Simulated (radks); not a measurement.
Results of a calculation; reference values are marked as such.
Cs VII, configuration [Kr] 4d10 5s2 5p1. Code: a radial shooting solver on a logarithmic mesh with Libxc functionals. Model: Dirac Kohn-Sham, LB94 model potential, spin-unpolarised, spherical densities, finite nucleus; open shells fill j = l - 1/2 first; Fermi nuclear charge, rms radius 4.8041 fm.

Normalised radial functions P(r) = r R(r) (large component), r in bohr:

```
   r/bohr * 4p1/2, o 4p3/2, + 5s1/2 (the largest magnitude, 1.35, reaches the edge; | marks zero, & curves that meet)
 0.002753                             &+
 0.003154                             & +
 0.003642                             & +
 0.004173                             o*+
 0.004781                             o*+
 0.005521                             o*+
 0.006326                             |& +
 0.007247                             |& +
 0.008303                             |& +
 0.009589                             |o*+
  0.01099                             | &+
  0.01259                             | o&
  0.01442                             |  &
  0.01665                             |  &*
  0.01908                             |  +o*
  0.02186                             | +  &
  0.02504                             |+    &
  0.02892                             |+     &
  0.03314                             +       &
  0.03796                            +|       o*
  0.04384                           + |        o*
  0.05023                          +  |         &
  0.05755                         +   |         &
  0.06593                        +    |         &
  0.07614                        +    |       *o
  0.08724                        +    |     *o
  0.09995                          +  |  *o
   0.1145                           +*|o
   0.1322                       * o   |+
   0.1515                   * o       |  +
   0.1736                *o           |    +
   0.2005              &              |      +
   0.2297              &              |      +
   0.2631                o*           |     +
   0.3015                    o *      |  +
   0.3482                           o+|*
   0.3989                        +    |     o  *
    0.457                    +        |              o *
   0.5236                  +          |                    o *
   0.6046                   +         |                         o*
   0.6927                      +      |                          &
   0.7936                            +|                        &
   0.9093                             |    +              *o
     1.05                             |           +  *o
    1.203                             |         *o     +
    1.378                             |     *o           +
    1.592                             |  *o              +
    1.824                             |*o             +
    2.089                             |&          +
    2.394                             &       +
    2.765                             &    +
    3.167                             & +
    3.629                             &+
    4.157                             &
    4.801                             &
    5.501                             &
```

4p1/2: eigenvalue -252.69 eV, 2 radial nodes at r = 0.111, 0.344 bohr, <r> = 0.719 bohr, 90 % of the charge inside 1.05 bohr. 4p3/2: eigenvalue -238.73 eV, 2 radial nodes at r = 0.117, 0.358 bohr, <r> = 0.746 bohr, 90 % of the charge inside 1.09 bohr. 5s1/2: eigenvalue -100.39 eV, 4 radial nodes at r = 0.0323, 0.128, 0.339, 0.817 bohr, <r> = 1.56 bohr, 90 % of the charge inside 2.21 bohr.
